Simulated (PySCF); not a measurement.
The numbers are results of PySCF with PBE-D3(BJ)/def2-TZVP // r2SCAN-D4/def2-TZVP, not measurements. Isolated molecules, 0 K electronic values unless said otherwise. One relaxed conformer stands for a flexible species; it need not be the lowest. Excitations are Tamm–Dancoff values on a coarser integration grid. The basis has no diffuse functions, so Rydberg states are missing or too high.

Reference species (SMILES): `[SH][Ga]([SH])[SH]` (neutral, multiplicity 1).

```json
{
 "HOMO–LUMO gap": "4.58 eV",
 "S1–T1 gap (TDA)": "0.22 eV"
}
```

Changed species: `[SH][Ga]([SH])[Cl]` (H–S–Ga–Cl torsion 0°, Cl–Ga–S–H torsion -180°) (2 of 3 Cl replaced by SH; the reference has 3 of 3 Cl replaced by SH).

Give the shifts of the HOMO–LUMO gap and S1–T1 gap (TDA).

the HOMO–LUMO gap falls by 0.03 eV, to 4.55 eV; the S1–T1 gap (TDA) increases by 0.06 eV, to 0.28 eV.
